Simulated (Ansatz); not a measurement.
Reactions of `C#C[SiH2][SiH2]C`.

Computed with Ansatz on PBE0-D4/def2-TZVP structures; ΔE is electronic, products minus reactants. CCSD(T)/CBS adds triple-zeta CCSD(T) − MP2 to the extrapolated MP2 energy (def2 sets, frozen cores). This one scheme is used for every species. Open shells (•) are unrestricted, without spin–orbit coupling. Each species was taken in one conformer, which may not be the lowest.

Problem. Order these by ΔE at CCSD(T)/CBS, lowest first. (Best estimate.)
A. `C#C[SiH2][SiH2]C` + `SS` → `C[SiH2]SS` + `C#C[SiH3]`
B. `C#C[SiH2][SiH2]C` + H–F → `C#C[SiH2]F` + `C[SiH3]`
C. `C#C[SiH2][SiH2]C` + H₂ → `C#C[SiH3]` + `C[SiH3]`
D. `C#C[SiH2][SiH2]C` + H–F → `C[SiH2][SiH2]F` + `C#C`
E. `C#C[SiH2][SiH2]C` → `C#C[SiH2]`• + `C[SiH2]`•

Solution. B (-1.35 eV), D (-0.83 eV), A (-0.66 eV), C (-0.19 eV), E (+3.49 eV).

Largest T1 diagnostic: 0.030, for `C#C[SiH2]`•, so its coupled-cluster energy is less sure.
